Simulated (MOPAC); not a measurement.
A run for MOPAC: PM3 on ClH4P (a complex), monomers drawn apart or pushed together.

```
PM3 1SCF PRECISE CHARGE=0 THREADS=1
ClH4P

Cl     0.43620900 1    -0.61606929 1    -0.34371464 1
H      0.24392433 1     0.36085917 1    -1.15171167 1
P     -0.12105355 1     0.33746328 1     4.70332963 1
H     -0.38230478 1     1.08499280 1     5.88200714 1
H      0.73264194 1     1.32877523 1     4.15759067 1
H     -1.26806946 1     0.82909831 1     4.03103733 1
```

Program output:

```
*******************************************************************************
 **                                                                           **
 **                              MOPAC v23.2.5                                **
 **                                                                           **
 *******************************************************************************
 ** MOPAC's Digital Object Identifier: https://doi.org/10.5281/zenodo.6511958 **
 **                                                                           **
 ** Please cite the open-source release paper for use of this MOPAC version:  **
 ** J. E. Moussa and J. J. P. Stewart (2026)                                  **
 ** MOPAC: An open-source semiempirical molecular orbital program             **
 ** J. Open Source Softw., 11(119), 8025, https://doi.org/10.21105/joss.08025 **
 *******************************************************************************

                              PM3 CALCULATION RESULTS

 *******************************************************************************
 *  PM3        - The PM3 Hamiltonian to be used
 *
 *
 *
 *                 CHARGE ON SYSTEM = 0
 *
 *
 *
 *  PRECISE    - TIGHTER CRITERIA TO BE USED
 *  1SCF       - DO 1 SCF AND THEN STOP
 *  THREADS=1  - MULTI-THREADING NOT USED
 *  T=         - A TIME OF 172800.0 SECONDS REQUESTED
 *  DUMP=N     - RESTART FILE WRITTEN EVERY 7200.0 SECONDS REQUESTED
 *******************************************************************************
PM3 1SCF PRECISE CHARGE=0 THREADS=1
 ClH4P

   ATOM   CHEMICAL          X               Y               Z
  NUMBER   SYMBOL      (ANGSTROMS)     (ANGSTROMS)     (ANGSTROMS)

     1      Cl          0.43620900  *  -0.61606929  *  -0.34371464  *
     2       H          0.24392433  *   0.36085917  *  -1.15171167  *
     3       P         -0.12105355  *   0.33746328  *   4.70332963  *
     4       H         -0.38230478  *   1.08499280  *   5.88200714  *
     5       H          0.73264194  *   1.32877523  *   4.15759067  *
     6       H         -1.26806946  *   0.82909831  *   4.03103733  *



          CARTESIAN COORDINATES

    NO.       ATOM           X           Y           Z

     1        Cl          0.4362     -0.6161     -0.3437
     2         H          0.2439      0.3609     -1.1517
     3         P         -0.1211      0.3375      4.7033
     4         H         -0.3823      1.0850      5.8820
     5         H          0.7326      1.3288      4.1576
     6         H         -1.2681      0.8291      4.0310

  H: (PM3): J. J. P. STEWART, J. COMP. CHEM. 10, 209 (1989).
  P: (PM3): J. J. P. STEWART, J. COMP. CHEM. 10, 209 (1989).
 Cl: (PM3): J. J. P. STEWART, J. COMP. CHEM. 10, 209 (1989).

           Empirical Formula: H4 Cl P  =     6 atoms



      MOLECULAR POINT GROUP   :   Cs


      RHF CALCULATION, NO. OF DOUBLY OCCUPIED LEVELS = 8


 -------------------------------------------------------------------------------
 PM3 1SCF PRECISE CHARGE=0 THREADS=1
 ClH4P



     1SCF WAS SPECIFIED, SO BFGS WAS NOT USED
     SCF FIELD WAS ACHIEVED


                              PM3 CALCULATION
                                                       MOPAC v23.2.5 Linux




          FINAL HEAT OF FORMATION =        -17.11865 KCAL/MOL =     -71.62441 KJ/MOL


          COSMO AREA              =        116.17 SQUARE ANGSTROMS
          COSMO VOLUME            =         87.61 CUBIC ANGSTROMS

          IONIZATION POTENTIAL    =          9.082686 EV
          HOMO LUMO ENERGIES (EV) =         -9.083  1.452
          NO. OF FILLED LEVELS    =          8
          MOLECULAR WEIGHT        =         70.4584         POINT GROUP:  Cs

          MOLECULAR DIMENSIONS (Angstroms)

            Atom       Atom       Distance
            H     4    H     2     7.09857
            H     5    H     6     2.06604
           Cl     1    H     5     1.26676


          SCF CALCULATIONS        =          1





   ATOM   CHEMICAL          X               Y               Z
  NUMBER   SYMBOL      (ANGSTROMS)     (ANGSTROMS)     (ANGSTROMS)

     1      Cl          0.43620900  *  -0.61606929  *  -0.34371464  *
     2       H          0.24392433  *   0.36085917  *  -1.15171167  *
     3       P         -0.12105355  *   0.33746328  *   4.70332963  *
     4       H         -0.38230478  *   1.08499280  *   5.88200714  *
     5       H          0.73264194  *   1.32877523  *   4.15759067  *
     6       H         -1.26806946  *   0.82909831  *   4.03103733  *

                             CARTESIAN COORDINATES

   1   Cl        0.436209000    -0.616069290    -0.343714640
   2    H        0.243924330     0.360859170    -1.151711670
   3    P       -0.121053550     0.337463280     4.703329630
   4    H       -0.382304780     1.084992800     5.882007140
   5    H        0.732641940     1.328775230     4.157590670
   6    H       -1.268069460     0.829098310     4.031037330


           Empirical Formula: H4 Cl P  =     6 atoms



      MOLECULAR POINT GROUP   :   Cs


                  EIGENVALUES
 -55.46304 -25.59406 -14.87681 -12.26117 -12.25617 -11.03494 -11.03386  -9.08269
   1.45211   1.45512   1.48456   1.54095


              NET ATOMIC CHARGES AND DIPOLE CONTRIBUTIONS

  ATOM NO.   TYPE          CHARGE      No. of ELECS.   s-Pop       p-Pop
    1         Cl          -0.095837        7.0958     1.96813     5.12771
    2          H           0.095839        0.9042     0.90416
    3          P           0.444279        4.5557     1.70799     2.84773
    4          H          -0.149367        1.1494     1.14937
    5          H          -0.147458        1.1475     1.14746
    6          H          -0.147456        1.1475     1.14746
 DIPOLE           X         Y         Z       TOTAL
 POINT-CHG.     0.307    -1.137    -0.355     1.230
 HYBRID        -0.747     3.130    -0.545     3.264
 SUM           -0.440     1.993    -0.900     2.231


          ATOMIC ORBITAL ELECTRON POPULATIONS

     Atom    s        px        py        pz
    1 Cl   1.96813   1.98040   1.49393   1.65337
    2  H   0.90416
    3  P   1.70799   0.84629   1.17800   0.82344
    4  H   1.14937
    5  H   1.14746
    6  H   1.14746

 **********************
 *                    *
 * JOB ENDED NORMALLY *
 *                    *
 **********************




 == MOPAC DONE ==
```

The run finished.

Cost: about 0.020 core-seconds (a rough figure).
